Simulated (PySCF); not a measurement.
Structure problem from calculated spectra and properties.

Formula: C5H8O4.

| Property | Result |
| --- | --- |
| Couplings | largest of the computed one-bond spin–spin couplings (means over like bonds): 13C–1H +152.5 (×6), 13C–1H +137.2 (×2) Hz [B3LYP/pcJ-1, spin–dipole term left out] |
| NMR, other nuclei | isotropic shieldings of nuclei other than C and H, by class: -96 (2 O), 134 (2 O) ppm [GIAO B97-2/pcSseg-1] |
| Triplet | lowest triplet excitation (Tamm–Dancoff): 5.35 eV [TDA PBE0/def2-SVPD] |
| Valence photoelectron | vertical ionisation energy: 10.20 eV [ΔSCF PBE0/def2-SVPD] |
| Dipole | 2.16 D [PBE0/def2-SVPD] |
| Rotational structure | rotational constants A, B, C: 4.930, 0.761, 0.754 GHz [PBE0-D3(BJ)/def2-SVP] |
| 1H NMR | chemical shifts (computed TMS as zero) by class: 3.63 (6 H), 3.13 (2 H) ppm [GIAO B97-2/pcSseg-1] |
| Polarisability | 74.9 au [PBE0/def2-SVPD] |
| XPS | C1s 291.6, C1s 292.7 (×2), C1s 294.7 (×2), O1s 537.8 (×2), O1s 539.7 (×2) eV [ΔSCF SCAN, pcX-2 on the ionised atom, pcseg-1 elsewhere, spin-free X2C] |
| 13C NMR | chemical shifts (computed TMS as zero) by class: 169.5 (2 C), 52.6 (2 C), 41.0 (1 C) ppm [GIAO B97-2/pcSseg-1] |

Electronic properties: PySCF, gas phase, density fitting. Levels stand in brackets. One conformer (not necessarily the lowest) at the PBE0-D3(BJ)/def2-SVP geometry, without solvent, vibrations or thermal averaging. NMR classes are plain means over equivalent atoms (diastereotopic ones count apart unless rotation or inversion swaps them), as if these changed places fast.

Question: What is the compound? Reason from the data.

Answer: Numbering: `[CH3:1][O:2][C:3](=[O:4])[CH2:5][C:6](=[O:7])[O:8][CH3:9]`. Its formula, C5H8O4, gives 2 degrees of unsaturation: 0 rings and 2 π bonds in the structure found. 5 carbons fall into 3 classes; from least to most shielded: ester carbonyl carbon [C3/C6] (169.5 ppm, 2 C), methoxy carbon [C1/C9] (52.6 ppm, 2 C), sp3 carbon next to a carbonyl [C5] (41.0 ppm). Hydrogen classes from least to most shielded: 6 H on 2 methoxy carbons, C1/C9 (3.63 ppm), 2 H on an sp3 carbon next to a carbonyl, C5 (3.13 ppm). The other shieldings belong to: -96 ppm, ester carbonyl oxygen [O4/O7]; 134 ppm, ester single-bonded oxygen [O2/O8]. The couplings run between: +152.5 Hz, methoxy carbon [C1] and its hydrogen (with 5 like pairs); +137.2 Hz, sp3 carbon next to a carbonyl [C5] and its hydrogen (with 1 like pair). The core levels belong to: C1s 291.6 eV, sp3 carbon next to a carbonyl [C5]; C1s 292.7 eV, methoxy carbon [C1/C9]; C1s 294.7 eV, ester carbonyl carbon [C3/C6]; O1s 537.8 eV, ester carbonyl oxygen [O4/O7]; O1s 539.7 eV, ester single-bonded oxygen [O2/O8]. One atom of each topological class was ionised and stands for its class. The first electron is taken from the HOMO, whose largest Löwdin shares are 0.46 on an ester carbonyl oxygen, 0.23 on an ester carbonyl oxygen, 0.09 on the sp3 carbon next to a carbonyl and 0.07 on an ester single-bonded oxygen. The optimised geometry has point group C1 and is an asymmetric top. Structure: dimethyl malonate, `O(C)C(=O)CC(OC)=O`. Computed isomers that give other values at the same levels: `COC(=O)COC(C)=O` (core binding energies: C1s 291.3, C1s 292.8, C1s 292.9, C1s 294.6, C1s 294.7, O1s 537.7, O1s 537.9, O1s 539.5, O1s 539.8 eV). The assignments are read from this structure; whether some other isomer fits the data as well wasn't checked.

Shape of the structure used: `[CH3:1][O:2][C:3](=[O:4])[CH2:5][C:6](=[O:7])[O:8][CH3:9]`: C1–O2–C3–O4 0°, O2–C3–C5–C6 -137°, C3–C5–C6–O7 59°, C5–C6–O8–C9 180°.
